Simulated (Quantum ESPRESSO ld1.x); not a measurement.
The numbers below are computed, except where a source is named.
Excited configurations of Zr IV: one electron is placed in a higher orbital outside [Kr]. The ground configuration is [Kr] 4d1. Level of theory: scalar-relativistic Kohn-Sham, LDA (Slater exchange, VWN5 correlation), spin-unpolarised, spherical densities, point nucleus (ld1.x of Quantum ESPRESSO 7.5). Excitation = E - E(ground); binding = E(ion) - E, where the ion is the core of charge +4; n* = 4/sqrt(2 binding) in atomic units, and the quantum defect is n - n*.

outer orbital  excitation (eV)  binding (eV)     n*  quantum defect  eigenvalue (eV)  <r> (bohr)
4f                      19.500        14.884  3.824           0.176          -12.239       3.774
5p                      10.088        24.296  2.993           2.007          -21.274       3.251
5d                      17.819        16.565  3.625           1.375          -14.421       4.330
6s                      18.484        15.900  3.700           2.300          -14.173       5.264
6p                      20.720        13.664  3.991           2.009          -12.131       5.895
6d                      24.134        10.250  4.608           1.392           -9.061       7.415
6f                      27.479         6.905  5.615           0.385           -6.077       10.49
7s                      24.456         9.928  4.683           2.317           -8.905       8.398
7p                      25.578         8.806  4.972           2.028           -7.882       9.250
7f                      29.326         5.058  6.560           0.440           -4.505       14.96

The Delta-SCF ionisation energy is 34.384 eV (NIST Atomic Spectra Database: 34.418 eV, measured). Self-interaction in the functional shifts the binding energies and quantum defects, so they are the method's values and not measured ones. Spin polarisation and multiplet splitting are left out, so open shells lie too high by an amount that depends on their filling.

Beside tabulated values, note that spin-unpolarised runs miss the spin-polarisation part of the exchange energy of open shells.
